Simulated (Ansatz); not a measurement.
The cluster Si4Ge6⁺. Total charge 1; doublet. Geometry PBE-D4/def2-SVP, that of the neutral singlet.

```xyz
10

Si   -1.446    0.581   -0.603
Si    1.067    1.521   -0.630
Si    0.565   -0.384   -1.975
Si   -0.782    2.249    0.885
Ge    2.704    0.824    1.141
Ge   -0.602   -2.052    0.061
Ge   -2.040   -0.422    1.627
Ge    1.870   -1.235   -0.114
Ge    0.358    0.147    1.862
Ge   -1.694   -1.228   -2.254
```

The structure comes from a short search, and lower isomers may exist.

Task: Estimate the α-spin orbital energies around the gap (eV) in Ansatz with PBE-D4/def2-SVP, PBE0-D4/def2-SVP.

Result: 
| orbital | PBE-D4/def2-SVP | PBE0-D4/def2-SVP |
| --- | --- | --- |
| HOMO−5 | -10.50 | -11.36 |
| HOMO−4 | -10.11 | -10.93 |
| HOMO−3 | -9.91 | -10.71 |
| HOMO−2 | -9.62 | -10.45 |
| HOMO−1 | -9.51 | -10.30 |
| HOMO | -9.46 | -10.19 |
| LUMO | -7.67 | -7.20 |
| LUMO+1 | -7.13 | -6.59 |
| LUMO+2 | -6.77 | -6.20 |
| LUMO+3 | -6.58 | -6.04 |
| LUMO+4 | -6.41 | -5.79 |
| LUMO+5 | -5.98 | -5.34 |
| β HOMO | -9.42 | -10.14 |
| β LUMO | -9.17 | -8.72 |
